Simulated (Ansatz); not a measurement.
Ansatz (a quantum-chemistry and plane-wave program) input (MP2/STO-3G):

Ansatz 0.2 input:
```yaml
crystal:
  periodic: [false, false, false]
  atoms:
    - {symbol: Ge, position_ang: [-0.00000000, -0.00000000, -0.67615959]}
    - {symbol: S, position_ang: [0.00000000, 0.00000000, 1.35231918]}
basis:
  gaussian:
    orbitals: STO-3G
magnetization: {spin_polarized: false}
correlation: {method: mp2, electrons: outside_noble_gas}
```

From the last part of the output:

```
WARN ansatz: RAYON_NUM_THREADS=1 ignored (pool sized by the plan → 1); use --threads N
Functional definition: HF
integrals: 0.00 GiB planned
269 factors; integrals over basis functions are off by at most 1.1e-5 eV
mean field: 0.07 GiB planned
mean field evaluation 1: about -66526.7638 eV, gradient 2.1e1 eV
mean field evaluation 2: about -66526.7721 eV, gradient 2.1e1 eV
mean field evaluation 4: about -66529.2304 eV, gradient 1.4e0 eV
mean field evaluation 8: about -66529.2405 eV, gradient 5.7e-3 eV
mean field -66529.24051635 eV, -2444.9044938369 hartree, gradient 2.0e-6 eV, S^2 0.000000; 0 other end points of the search recorded, 0 dependent functions left out; unrestricted orbitals would lower it
19 core orbitals not correlated, not the lowest: weight in the atoms' cores, before any rotation towards them, 0.965 or more for the frozen orbitals, at most 0.018 for the correlated occupied ones
reference -66529.24051635 eV, -2444.9044938369 hartree; 5, 5 occupied and 3, 3 virtual orbitals, 269 factors
second order -2.63726361 eV of doubles, -0.00000000 eV of singles
Total energy: -66531.87777996 eV, -2445.0014114871 hartree
```
